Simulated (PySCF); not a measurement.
## Potential energy of CuC along the bond

Set-up: basis Cu cc-pVDZ-PP with ECP10, C cc-pVDZ; scalar-relativistic core potentials; PySCF 2.14. Energies in eV from Cu (3d10 4s1) + C in their ground configurations at the same level. State: ⁴Σ⁻ (quartet), unpaired electrons σ ↑, π ↑↑.

All columns are PBE0. A positive dipole means Cu(−)C(+).

| R (Å) | E (eV) | μ (D) | Mulliken charge on Cu (basis-dependent) | HOMO (eV) | LUMO (eV) | Mayer bond order | ⟨S²⟩ |
| --- | --- | --- | --- | --- | --- | --- | --- |
| 1.536 | -1.739 | -3.00 | 0.15 | -6.04 | -3.09 | 2.00 | 3.77 |
| 1.607 | -2.144 | -3.17 | 0.18 | -5.99 | -3.11 | 1.82 | 3.78 |
| 1.679 | -2.363 | -3.32 | 0.20 | -5.95 | -3.13 | 1.67 | 3.78 |
| 1.732 | -2.439 | -3.42 | 0.22 | -5.92 | -3.15 | 1.57 | 3.78 |
| 1.786 | -2.459 | -3.51 | 0.23 | -5.90 | -3.17 | 1.47 | 3.78 |
| 1.840 | -2.437 | -3.60 | 0.25 | -5.88 | -3.19 | 1.39 | 3.78 |
| 1.911 | -2.361 | -3.71 | 0.26 | -5.85 | -3.23 | 1.29 | 3.78 |
| 2.000 | -2.216 | -3.84 | 0.28 | -5.82 | -3.27 | 1.19 | 3.78 |
| 2.107 | -2.004 | -3.96 | 0.29 | -5.80 | -3.33 | 1.08 | 3.78 |
| 2.250 | -1.701 | -4.05 | 0.30 | -5.78 | -3.39 | 0.97 | 3.78 |

A fit through these points gives, at Re = 1.783 Å, μ = -3.51 D and dμ/dR = -1.73 D/Å; the reduced mass is 10.08 u.

Task: How strong is the fundamental in the double-harmonic approximation, I = 42.26·(dμ/dR)²/μred km/mol?

Result: I = 42.26·(-1.73)²/10.08 = 12.5 km/mol at PBE0.

With d or f electrons several states lie close, and the lowest PBE0 determinant need not be the measured ground state.
